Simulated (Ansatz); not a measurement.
Input for Ansatz (an electronic-structure program): R-HF/def2-TZVPP on Cl3Ga (SMILES [Cl][Ga]([Cl])[Cl]), atoms moved off the minimum.

Ansatz 0.2 input:
```yaml
crystal:
  periodic: [false, false, false]
  atoms:
    - {symbol: Ga, position_ang: [0.12038084, -0.06679416, -0.20175242]}
    - {symbol: Cl, position_ang: [-1.86987548, -0.96717836, -0.35606604]}
    - {symbol: Cl, position_ang: [-0.02895880, 1.73185329, -0.60239748]}
    - {symbol: Cl, position_ang: [1.78690328, -0.85788902, 0.91975271]}
basis:
  gaussian:
    orbitals: def2-TZVPP
hamiltonian:
  xc: {name: HF}
scf: {lower_state_search: off}
output: {forces: true}
```

It printed:

```
WARN ansatz: RAYON_NUM_THREADS=4 ignored (pool sized by the plan → 4); use --threads N
Functional definition: HF
these checks for a lower state are left out or cut short: stability, starts, cluster_reference, orbital_swaps, neighbouring_geometries, increment
integrals: 0.17 GiB planned
1073 factors; integrals over basis functions are off by at most 1.1e-3 eV
mean field: 0.83 GiB planned
mean field evaluation 1: about -89848.4002 eV, gradient 2.2e1 eV
mean field evaluation 2: about -89848.5326 eV, gradient 2.2e1 eV
mean field evaluation 4: about -89849.9047 eV, gradient 2.5e0 eV
mean field evaluation 8: about -89849.9278 eV, gradient 5.1e-2 eV
mean field -89849.92785818 eV, -3301.9239463198 hartree, gradient 2.6e-6 eV, S^2 0.000000; 0 other end points of the search recorded, 0 dependent functions left out
the calculation of the forces begins
reference -89849.92785818 eV, -3301.9239463198 hartree; 41, 41 occupied and 133, 133 virtual orbitals, 1073 factors
Total energy: -89849.92785818 eV, -3301.9239463198 hartree
Atom 0 at     0.120381    -0.066794    -0.201752 Å, force    -0.119923    -8.717661     2.761469 eV/Å
Atom 1 at    -1.869875    -0.967178    -0.356066 Å, force     0.800489    -0.358063     0.015201 eV/Å
Atom 2 at    -0.028959     1.731853    -0.602397 Å, force    -0.234671     9.156879    -2.273331 eV/Å
Atom 3 at     1.786903    -0.857889     0.919753 Å, force    -0.445895    -0.081154    -0.503339 eV/Å
Dipole moment:     0.198003     0.160344    -0.222438 e Å
Checks for a lower state left out: stability, starts, cluster_reference, orbital_swaps, neighbouring_geometries, increment
```

The run converged.

Cost: roughly 8 core-seconds.
